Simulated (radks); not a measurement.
Isoelectronic series with 32 electrons, all held in the configuration [Ar] 3d10 4s2 4p2, which need not be the ground one along the series. Method: Dirac Kohn-Sham, LDA (Slater exchange, Perdew-Wang correlation), spin-unpolarised, spherical densities, point nucleus; open shells fill j = l - 1/2 first; computed with a radial shooting solver on a logarithmic mesh with Libxc functionals. Total energies (hartree) and orbital eigenvalues (eV) (* marks an orbital that is empty in some or all of the ions):

ion    E (hartree)     4p3/2*      4p1/2      4s1/2      3d5/2
Ge     -2096.00814    -3.9086    -4.1013   -11.8407   -29.1568
As+    -2257.54894   -13.3383   -13.6821   -23.4900   -50.1909
Se2+   -2425.80241   -25.4280   -25.9556   -37.7812   -75.5232
Br3+   -2600.76197   -39.7993   -40.5467   -54.3539  -104.6607
Kr4+   -2782.43345   -56.2756   -57.2821   -73.0477  -137.3642
Rb5+   -2970.82968   -74.7549   -76.0636   -93.7725  -173.4913
Sr6+   -3165.96819   -95.1721   -96.8298  -116.4728  -212.9485
Zr8+   -3576.55895  -141.6538  -144.1669  -167.6664  -301.6095
Nb9+   -3792.06121  -167.6628  -170.6911  -196.1186  -350.7293
Mo10+  -4014.40508  -195.4917  -199.0999  -226.4579  -403.0019
Tc11+  -4243.62077  -225.1269  -229.3847  -258.6775  -458.4051
Ru12+  -4479.74028  -256.5579  -261.5404  -292.7734  -516.9209
Rh13+  -4722.79737  -289.7765  -295.5642  -328.7441  -578.5347
